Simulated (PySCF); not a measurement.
**I(2+) (iodine, charge +2): PBE calculation**

Configuration: [Kr] 4d10 5s1 5p4, high-spin 4P determinant (an excited configuration). Computed with PySCF 2.14 in aug-cc-pwCVTZ-DK3 (10s9p7d4f1g, 109 functions), with scalar relativity by spin-free X2C-1e.

| Item | Value |
| --- | --- |
| Total energy | -7113.44 hartree |
| One-electron energy | -9710.26 hartree |
| Hartree (Coulomb) energy | 2779.01 hartree |
| Exchange-correlation energy | -182.20 hartree |
| ⟨S²⟩ | 3.7529 |
| ⟨L²⟩ | 2.019 |
| Sum of ⟨r⟩ | 32.27 bohr |
| Sum of ⟨r²⟩ | 42.73 bohr² |
| Traceless quadrupole moment −½Σ⟨3z² − r²⟩ along its main axis | -1.90 e·bohr² |
| Langevin diamagnetic susceptibility | -33.8 ×10⁻⁶ cm³/mol |

```json
{"shell": "1s α", "electrons": "1", "mean orbital energy (hartree)": "-1210.45286", "spread (hartree)": "0", "rms radius, mean of both spins (bohr)": "0.0312"}
{"shell": "1s β", "electrons": "1", "mean orbital energy (hartree)": "-1210.44739", "spread (hartree)": "0", "rms radius, mean of both spins (bohr)": "0.0312"}
{"shell": "2s α", "electrons": "1", "mean orbital energy (hartree)": "-187.75642", "spread (hartree)": "0", "rms radius, mean of both spins (bohr)": "0.127"}
{"shell": "2s β", "electrons": "1", "mean orbital energy (hartree)": "-187.75375", "spread (hartree)": "0", "rms radius, mean of both spins (bohr)": "0.127"}
{"shell": "2p α", "electrons": "3", "mean orbital energy (hartree)": "-168.76151", "spread (hartree)": "0.00476", "rms radius, mean of both spins (bohr)": "0.113"}
{"shell": "2p β", "electrons": "3", "mean orbital energy (hartree)": "-168.75763", "spread (hartree)": "0.00285", "rms radius, mean of both spins (bohr)": "0.113"}
{"shell": "3s α", "electrons": "1", "mean orbital energy (hartree)": "-38.54286", "spread (hartree)": "0", "rms radius, mean of both spins (bohr)": "0.336"}
{"shell": "3s β", "electrons": "1", "mean orbital energy (hartree)": "-38.53819", "spread (hartree)": "0", "rms radius, mean of both spins (bohr)": "0.336"}
{"shell": "3p α", "electrons": "3", "mean orbital energy (hartree)": "-32.36797", "spread (hartree)": "0.01000", "rms radius, mean of both spins (bohr)": "0.336"}
{"shell": "3p β", "electrons": "3", "mean orbital energy (hartree)": "-32.36288", "spread (hartree)": "0.00774", "rms radius, mean of both spins (bohr)": "0.336"}
{"shell": "3d α", "electrons": "5", "mean orbital energy (hartree)": "-23.05156", "spread (hartree)": "0.00905", "rms radius, mean of both spins (bohr)": "0.314"}
{"shell": "3d β", "electrons": "5", "mean orbital energy (hartree)": "-23.04679", "spread (hartree)": "0.00698", "rms radius, mean of both spins (bohr)": "0.314"}
{"shell": "4s α", "electrons": "1", "mean orbital energy (hartree)": "-7.42556", "spread (hartree)": "0", "rms radius, mean of both spins (bohr)": "0.786"}
{"shell": "4s β", "electrons": "1", "mean orbital energy (hartree)": "-7.41463", "spread (hartree)": "0", "rms radius, mean of both spins (bohr)": "0.786"}
{"shell": "4p α", "electrons": "3", "mean orbital energy (hartree)": "-5.48615", "spread (hartree)": "0.02180", "rms radius, mean of both spins (bohr)": "0.844"}
{"shell": "4p β", "electrons": "3", "mean orbital energy (hartree)": "-5.47395", "spread (hartree)": "0.01549", "rms radius, mean of both spins (bohr)": "0.844"}
{"shell": "4d α", "electrons": "5", "mean orbital energy (hartree)": "-2.64441", "spread (hartree)": "0.02487", "rms radius, mean of both spins (bohr)": "0.991"}
{"shell": "4d β", "electrons": "5", "mean orbital energy (hartree)": "-2.62378", "spread (hartree)": "0.01492", "rms radius, mean of both spins (bohr)": "0.991"}
{"shell": "5s α", "electrons": "1", "mean orbital energy (hartree)": "-1.38828", "spread (hartree)": "0", "rms radius, mean of both spins (bohr)": "1.97"}
{"shell": "5p α", "electrons": "3", "mean orbital energy (hartree)": "-0.95954", "spread (hartree)": "0.04371", "rms radius, mean of both spins (bohr)": "2.32"}
{"shell": "5p β", "electrons": "1", "mean orbital energy (hartree)": "-0.87490", "spread (hartree)": "0", "rms radius, mean of both spins (bohr)": "2.32"}
```

Densities and radii are taken from the X2C orbitals without a picture-change correction, which distorts them close to the nucleus.
